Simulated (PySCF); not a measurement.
Sn⁺ (tin, charge +1) across methods

[Kr] 4d10 5s2 5p1, 2P determinant. Computed with PySCF 2.14 in def2-TZVPPD with the def2 core potential (28 electrons), with scalar relativity through the core potential. The B2PLYP total includes its PT2 part (frozen core); its orbital energies are those of the SCF part.

| method | E (hartree) | mean ε 5s α (eV) | mean ε 5s β (eV) | mean ε 5p α (eV) | Σ⟨r²⟩ (bohr²) | ⟨S²⟩ |
| --- | --- | --- | --- | --- | --- | --- |
| B2PLYP | -213.7131 | -20.282 | -19.056 | -12.423 | 42.99 | 0.754 |
| r2SCAN | -214.0593 | -18.449 | -17.635 | -10.948 | 42.52 | 0.754 |
| PBE | -213.9828 | -18.127 | -17.468 | -10.618 | 42.73 | 0.752 |
| M06-2X | -213.9313 | -20.204 | -18.654 | -12.561 | 43.01 | 0.755 |
| LDA | -213.6381 | -18.464 | -17.890 | -10.682 | 42.61 | 0.751 |
| PBE0 | -213.9904 | -19.290 | -18.330 | -11.623 | 42.70 | 0.753 |
| UHF | -213.08819 | -21.901 | -19.887 | -14.035 | 43.42 | 0.761 |
| wB97M-V | -213.9418 | -21.643 | -20.580 | -13.613 | 42.80 | 0.752 |

Task: Estimate the same row for BHandHLYP.

Result: E (hartree) = -213.9248; mean ε 5s α (eV) = -20.336; mean ε 5s β (eV) = -19.222; mean ε 5p α (eV) = -12.421; Σ⟨r²⟩ (bohr²) = 42.86; ⟨S²⟩ = 0.753.

Energies and moments cover only the electrons outside the core potential.
